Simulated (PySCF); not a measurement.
Computed shifts of a molecule C5H12Si, PBE0/pcSseg-1 in PySCF, GIAO, gas phase, atoms alike by connectivity averaged where their shifts nearly agree, in ppm (number of nuclei): ¹³C: 167.6 (1), 128.1 (1), 42.1 (1), 30.1 (1), 17.9 (1). ²⁹Si: -83.3 (1). ¹H: 7.50 (1), 6.24 (1), 4.61 (3), 2.79 (1), 2.51 (1), 2.08 (1), 1.89 (1), 1.57 (3). References: ¹³C against TMS (σ = 186.3 ppm); ²⁹Si against TMS (σ = 352.7 ppm); ¹H against TMS (σ = 31.56 ppm), references at their B3LYP-D3(BJ)/def2-TZVP geometries, non-relativistic. Coordinates come from a PBE-D3(BJ)/def2-SVP optimisation. One conformer was computed; it need not be the lowest.

Q: Identify the compound among the candidates.
A. C[C@@H]1C[C@H]1C[SiH3]
B. CCC/C=C\[SiH3]
C. C[SiH2]C=C(C)C
D. CCC1([SiH3])CC1

A: B, CCC/C=C\[SiH3]
